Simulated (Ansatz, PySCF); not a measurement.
Gas-phase reaction in SMILES: N[Si](N)(Cl)Cl → [NH][Si](N)(Cl)Cl + H atom (the H-N bond at the site shown breaks; other sites are not compared here)
Structures are relaxed separately at B3LYP-D3(BJ)/def2-TZVP in Ansatz (an electronic-structure program), one conformer each, not searched for the lowest. Frequencies are from Ansatz.

Quantity: bond dissociation energy (enthalpy at 298 K, with B3LYP-D3(BJ) rigid-rotor harmonic-oscillator terms), in kJ/mol. Valence correlation only, unless marked. Open shells are spin-unrestricted. No spin-orbit coupling. Non-relativistic. Basis-set limits of correlation are two-point, X^-3; Hartree-Fock from the larger set. [CCSD(T)-MP2]/basis is that difference in the basis named.

```
level                                                                 program  bond dissociation energy (kJ/mol)  minus last row
-------------------------------------------------------------  --------------  ---------------------------------  --------------
HF/STO-3G                                                              Ansatz                              402.1           -78.5
HF-D3(BJ)/def2-TZVPD                                            PySCF + dftd3                              359.3          -121.3
SVWN5/def2-TZVPD                                                       Ansatz                              516.2            35.6
PBE/def2-TZVPD                                                         Ansatz                              452.0           -28.6
B3LYP/def2-TZVPD                                                       Ansatz                              457.5           -23.1
BHLYP-D4/def2-TZVPD                                            Ansatz + dftd4                              454.6           -26.0
TPSSh-D4/def2-TZVPD                                             PySCF + dftd4                              455.4           -25.2
CAM-B3LYP-D4/def2-TZVPD                                        Ansatz + dftd4                              467.4           -13.2
B2GP-PLYP-D3(BJ)/def2-TZVPD                                    Ansatz + dftd3                              465.9           -14.7
B2GP-PLYP/def2-TZVPD                                                   Ansatz                              465.0           -15.6
PBE-QIDH/def2-TZVPD                                                    Ansatz                              465.2           -15.4
RPA@PBE/cc-pV(Q+d)Z                                                    Ansatz                              463.9           -16.7
CCSD/cc-pV(T+d)Z                                                       Ansatz                              464.2           -16.4
CCSD(T)/6-31G                                                          Ansatz                              442.9           -37.7
RI-MP2/CBS(cc-pV(T+d)Z,cc-pV(Q+d)Z)+[CCSD(T)-MP2]/cc-pV(T+d)Z          Ansatz                              480.6             0.0
```
